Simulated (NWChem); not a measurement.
System: C2H6F2Si; SMILES C[Si@H](F)CF

NWChem input:

```
start job
memory heap 200 mb stack 900 mb global 1100 mb
geometry units angstroms noautoz
  C     -1.084290     1.793270    -0.146619
  Si     0.053694     0.406571     0.356247
  F      1.567529     0.781019    -0.121815
  C     -0.446872    -1.208317    -0.489098
  F      0.284177    -2.269873     0.001774
  H     -0.735097     2.749048     0.273562
  H     -2.108509     1.618549     0.219297
  H     -1.123596     1.900832    -1.241845
  H      0.095203     0.205449     1.830888
  H     -1.523897    -1.405561    -0.327947
  H     -0.296125    -1.137904    -1.582505
end
basis spherical
  * library def2-tzvp
end
dft
  xc b3lyp
  iterations 150
  semidirect filesize 400000000
  mulliken
end
task dft energy
```

Coordinates come from a PBE0/def2-SVP optimisation.

Task: Predict the main results of this run. (B3LYP/def2-TZVP.) Quantities: energy (Ha); highest occupied level (eV); orbital gap (eV); dipole (D).

Result: 
```
Item                          Result
---------------------------  -------
energy (Ha)                  -569.23
highest occupied level (eV)    -8.34
orbital gap (eV)                8.64
dipole (D)                      3.03
```
